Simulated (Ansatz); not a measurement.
Input for Ansatz (a quantum-chemistry and plane-wave program): U-PBE/def2-TZVPP on ZrSn, 2S+1 = 5, a spin state set in the input, which need not be the lowest, a point of a bond scan (R = 2.784 Å). Elements past Kr take the def2 small-core potentials; no spin–orbit coupling.

Ansatz 0.2 input:
```yaml
crystal:
  periodic: [false, false, false]
  atoms:
    - {symbol: Zr, position_ang: [0.00000000, 0.00000000, 0.00000000]}
    - {symbol: Sn, position_ang: [0.00000000, 0.00000000, 2.78441200]}
basis:
  gaussian:
    orbitals: def2-TZVPP
    pivot_positions_ang: [[0.00000000, 0.00000000, 0.00000000], [0.00000000, 0.00000000, 2.78441200]]
hamiltonian:
  xc: {name: PBE}
magnetization: {spin_polarized: true, initial_magnetization: 4}
output: {forces: true, orbitals: {seedname: ./end}}
```

The head of its log:

```
WARN ansatz: RAYON_NUM_THREADS=1 ignored (pool sized by the plan → 1); use --threads N
Functional definition: PBE
integrals: 0.03 GiB planned
700 factors; their error is unknown
mean field: 0.34 GiB planned
mean field evaluation 1: about -7104.9409 eV, gradient 2.4e1 eV
mean field evaluation 2: about -7076.2453 eV, gradient 5.3e1 eV
```

Question: Predict the final total energy.

Answer: -261.2502 hartree.
